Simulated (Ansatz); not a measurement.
Reaction (substitution at a C–Si bond): `CBC[SiH2]F` + CH₃OH → `CBCOC` + `F[SiH3]`

Program: Ansatz. Geometries: PBE0-D4/def2-TZVP. ΔE: electronic, gas phase. CBS: MP2 limit from def2 TZ/QZ plus the TZ coupled-cluster correction, frozen cores. This one scheme is used for every species. Functionals use def2-TZVPP. One conformer a species, not always the lowest.

`CBC[SiH2]F`:

Z-matrix (Å, degrees):
```
C
B 1 1.557
H 1 1.099 2 108.3
H 1 1.096 2 110.8 3 -114.2
H 1 1.092 2 115.4 3 121.3
C 2 1.549 1 123.6 3 -114.0
H 2 1.204 1 118.4 3 62.1
Si 6 1.865 2 109.8 1 95.2
H 6 1.095 2 114.4 1 -24.6
H 6 1.098 2 112.9 1 -151.0
F 8 1.604 6 109.7 2 -56.2
H 8 1.484 6 110.8 2 -174.3
H 8 1.483 6 111.4 2 62.6
```

CH₃OH:

Z-matrix (Å, degrees):
```
C
O 1 1.409
H 1 1.097 2 112.4
H 1 1.090 2 107.0 3 -118.5
H 1 1.097 2 112.4 3 123.0
H 2 0.959 1 108.5 3 -61.6
```

`CBCOC`:

```xyz
14

C     1.211   -1.017    1.572
B     1.270    0.275    0.717
C     0.187    0.666   -0.332
O    -0.847   -0.275   -0.476
C    -1.796    0.106   -1.431
H     0.741   -0.716    2.522
H     2.191   -1.415    1.843
H     0.579   -1.799    1.149
H     2.158    1.072    0.864
H    -0.219    1.660   -0.062
H     0.699    0.842   -1.299
H    -2.554   -0.677   -1.478
H    -1.342    0.222   -2.426
H    -2.280    1.056   -1.163
```

`F[SiH3]`:

Cartesian coordinates in Å:
```
F -0.828 0.846 1.016
Si 0.021 -0.022 -0.026
H 0.063 0.707 -1.316
H -0.645 -1.335 -0.191
H 1.389 -0.196 0.518
```

```tsv
level	ΔE (kJ/mol)
ωB97M-V	100.8
HF/def2-TZVPP	86.9
CCSD/def2-TZVPP	99.0
MP2/def2-QZVPP	108.7
```

What does CCSD(T)/CBS give? (Best estimate.)

Ansatz gave: +104.1 kJ/mol. The listed levels differ from it by -3.3, -17.2, -5.1, 4.6 kJ/mol.

Largest T1 diagnostic among the species: 0.011.

From PBE to PBE0 (25 % exact exchange), in def2-TZVPP and without D4, ΔE moves by +3.0 kJ/mol. The D4 term adds +3.7 kJ/mol with B3LYP and +2.0 kJ/mol with PBE0; it sums over pairs of atoms, weighted by their polarisabilities, and B3LYP, whose exchange is more repulsive, gets the larger term.

CCSD(T)/CBS has its own doubt, a few kJ/mol and more with outer-core shells, so smaller differences from it don't rank the levels.

B3LYP here is the variant with VWN-RPA as its local correlation; programs differ in this.
